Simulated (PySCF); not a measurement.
**Excited states of Si(2+) (silicon, charge +2)**

Ground state [Ne] 3s2, ¹S. Calculation: PySCF 2.14, in def2-TZVPPD with one added diffuse shell each of s, p, d type (7s6p5d1f, 57 functions); the non-relativistic Hamiltonian (point nucleus). Vertical excitation energies in eV without spin-orbit coupling; excited terms of each kind are numbered among those the solver found. Frozen: [He] 2s2.

| term | leading excitation | EOM-EE-CCSD |
| --- | --- | --- |
| 1 3P° | 3s → p | 6.538 |
| 1 1P° | 3s → p | 10.343 |
| 1 3D | 3s → d | 17.754 |
| 1 3S | 3s → s | 18.962 |
| 1 1S | 3s → s | 19.680 |
| 1 1D | 3s → d | 20.809 |
| 2 3P° | 3s → p | 21.700 |
| 2 1P° | 3s → p | 21.865 |
| 2 3D | 3s → d | 25.009 |
| 2 1D | 3s → d | 25.389 |

Only the lower part of the computed list is shown. Doubly excited terms such as np² are absent. The solver can miss terms. Rydberg members are limited by the diffuse functions of the basis.
